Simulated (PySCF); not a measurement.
Several structures and their simulated spectra, in scrambled order.

A. SMILES C=C/C(=C/[C@H]([SiH3])C#N)[SiH2]F
B. `C=C(C)[Si@@H]1C[C@H](C#N)[Si@@H]1F`
C. `C/C(=C(\[SiH3])CF)C(F)F`

Spectrum 1. ¹H NMR (400 MHz, computed): δ 6.19 (br s, 1H), 6.08 (m, 1H), 5.80 (br s, 1H), 5.28 (m, 1H), 2.73 (m, 1H), 2.48 (s, 3H), 1.81 (m, 1H), 1.61 (m, 1H). ¹³C{¹H} NMR (computed): δ 149.9 (C), 137.8 (CH2), 125.1 (C), 28.2 (CH3), 21.2 (CH), 15.8 (CH2).

Spectrum 2. ¹H NMR (400 MHz, computed): δ 6.51 (m, 1H), 5.43 (m, 2H), 4.31 (s, 3H), 2.12 (s, 3H). ¹³C{¹H} NMR (computed): δ 150.0 (C), 143.8 (C), 119.9 (CH), 85.8 (CH2), 21.3 (CH3).

Spectrum 3. ¹H NMR (400 MHz, computed): δ 6.67 (m, 1H), 6.52 (m, 1H), 5.79 (m, 1H), 5.71 (m, 1H), 5.37 (m, 1H), 4.92 (m, 1H), 4.11 (d, 3H), 3.70 (m, 1H). ¹³C{¹H} NMR (computed): δ 156.0 (CH), 149.4 (CH), 137.9 (C), 124.1 (C), 120.2 (CH2), 17.4 (CH).

All values are calculated (PySCF): structure optimised with GFN2-xTB, PBE0/pcSseg-1 with gauge-including orbitals. Fast rotation and ring inversion assumed for equivalent nuclei, in vacuum, non-relativistic Hamiltonian, a single conformation.

Referencing at the same level of theory: ¹H (σref 31.72), ¹³C (σref 186.93) against TMS. Splittings of carbon signals by F and P are missing where no couplings were computed. Where no couplings were computed, multiplicities follow the n + 1 count of equivalent neighbours, and m marks all less simple cases (inequivalent or close neighbours, rings, F or P nearby). Shifts are as computed. Against solution values, carbons near 30 ppm lie about +3 ppm off and those near 130 ppm about +5 ppm. Of 1309 compounds with measured shifts, 239 miss one by over three times the rms of a fit or turn the order of signals round; such compounds aren't used in these exercises.

Problem. Match each spectrum to its structure.

Solution. 1–B, 2–C, 3–A.

- Spectrum 1 (B): 6 ¹³C signals; δC 149.9 is a fully substituted alkene carbon; δC 137.8 is a terminal =CH2 carbon.
- Spectrum 2 (C): 5 ¹³C signals; δC 150.0 is a fully substituted alkene carbon; δC 143.8 is a fully substituted alkene carbon.
- Spectrum 3 (A): 6 ¹³C signals; δC 156.0 is an alkene CH; δC 149.4 is an alkene CH.
